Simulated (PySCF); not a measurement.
## Bond length, frequency and bond energy of CSe⁻ by level of theory

State: ²Π (doublet), unpaired electrons π ↑. Set-up: C aug-cc-pVDZ-DK, Se aug-cc-pVDZ-DK; spin-free X2C with a Gaussian nucleus (PySCF 2.14). De refers to C + Se⁻ in their high-spin ground configurations, without counterpoise correction. The functionals are run spin-unrestricted. A positive dipole points towards Se; it is taken about the centre of mass and depends on that origin.

| Level | Re (Å) | ωe (cm⁻¹) | De (eV) | μ (D) | CPU s a point (SCF and correlation, without the integrals) |
| --- | --- | --- | --- | --- | --- |
| UHF | 1.794 | 817 | n/a | 2.97 | 0.36 |
| UHF-MP2 | 1.782 | 829 | n/a | n/a | 0.56 |
| UHF-SCS-MP2 | 1.786 | 821 | n/a | n/a | n/a |
| PBE | 1.799 | 780 | 4.99 | 3.68 | 0.85 |
| revPBE | 1.807 | 770 | 4.73 | 3.64 | 0.59 |
| TPSS | 1.803 | 774 | 4.69 | 3.55 | 1.2 |
| r²SCAN | 1.790 | 799 | 4.59 | 3.57 | 1.8 |
| PBE0 | 1.782 | 821 | 4.57 | 3.59 | 1.6 |
| HSE06 | 1.784 | 816 | 4.55 | 3.57 | 2 |
| BHandHLYP | 1.781 | 827 | 3.91 | 3.43 | 1.8 |

(1) What does a quarter of exact exchange do here, going from PBE to PBE0?

(2) What does the step from GGA to meta-GGA do here, going from PBE to r²SCAN?

(3) What does second-order correlation do here, going from UHF to UHF-MP2?

Correlated steps freeze 10 core orbitals. Spin–orbit coupling is left out. For an ion De counts to the pair picked by the measured ionisation energies or electron affinities, which need not be the lowest pair at this level. The highest Kohn–Sham level is positive in this anion. Much of that is self-interaction error, but it also means that the finite basis helps to hold the extra electron. The state was picked by a PBE0 search and need not be the measured ground state.

The whole job (state search and all levels along the bond) took about 2.9 min on 1 thread of Intel Xeon Platinum 8488C (shared host), peak memory 0.82 GiB.

Results:

(1) PBE0 less PBE: -1.7 pm in Re, +5.3 % in ωe, -0.42 eV in De. Exact exchange removes part of the self-interaction that spreads semilocal densities, and in most molecules shortens and stiffens the bond and lowers De; so it does here.

(2) r²SCAN less PBE: -0.9 pm in Re, +2.4 % in ωe, -0.40 eV in De. 

(3) UHF-MP2 less UHF: -1.2 pm in Re, +1.5 % in ωe. Correlation nearly always deepens the well. The bond shortens, as in weak, metallic or heavy-atom bonds, where dispersion and the correlation of outer-core electrons pull the atoms together.
